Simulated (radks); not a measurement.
The numbers below are computed, except where a source is named.
Ionisation of neutral barium, [Xe] 6s2, to [Xe] 6s1 as the strength of local exchange is varied. Code: a radial shooting solver on a logarithmic mesh with Libxc functionals. Model: non-relativistic Kohn-Sham, Slater X-alpha exchange (alpha = 2/3 is LDA exchange), no correlation, spin-unpolarised, spherical densities, point nucleus; relativity is left out, which matters for an element this heavy.

alpha = 0.579: E(Ba) (hartree) -7851.0775; exchange (hartree) -156.0239; IE (eV) 4.196; -e of the level emptied (eV) 2.162 (6s); <r> of it (bohr) 5.202
alpha = 0.664: E(Ba) (hartree) -7874.0136; exchange (hartree) -179.4137; IE (eV) 4.552; -e of the level emptied (eV) 2.477 (6s); <r> of it (bohr) 5.048
alpha = 0.667: E(Ba) (hartree) -7874.8242; exchange (hartree) -180.2415; IE (eV) 4.565; -e of the level emptied (eV) 2.488 (6s); <r> of it (bohr) 5.043
alpha = 0.862: E(Ba) (hartree) -7927.6816; exchange (hartree) -234.3779; IE (eV) 5.434; -e of the level emptied (eV) 3.275 (6s); <r> of it (bohr) 4.733
alpha = 0.872: E(Ba) (hartree) -7930.4011; exchange (hartree) -237.1717; IE (eV) 5.481; -e of the level emptied (eV) 3.318 (6s); <r> of it (bohr) 4.718
alpha = 0.945: E(Ba) (hartree) -7950.2789; exchange (hartree) -257.6179; IE (eV) 5.825; -e of the level emptied (eV) 3.635 (6s); <r> of it (bohr) 4.615
alpha = 0.974: E(Ba) (hartree) -7958.1882; exchange (hartree) -265.7656; IE (eV) 5.965; -e of the level emptied (eV) 3.765 (6s); <r> of it (bohr) 4.575
alpha = 0.984: E(Ba) (hartree) -7960.9172; exchange (hartree) -268.5785; IE (eV) 6.013; -e of the level emptied (eV) 3.810 (6s); <r> of it (bohr) 4.562

NIST Atomic Spectra Database: 5.212 eV (measured). The Delta-SCF value meets it near alpha = 0.81. Relativity is left out here, which matters for elements this heavy. Spin polarisation and multiplet splitting are left out, so open shells lie too high by an amount that depends on their filling.

Beside tabulated values, note that spin-unpolarised runs miss the spin-polarisation part of the exchange energy of open shells.
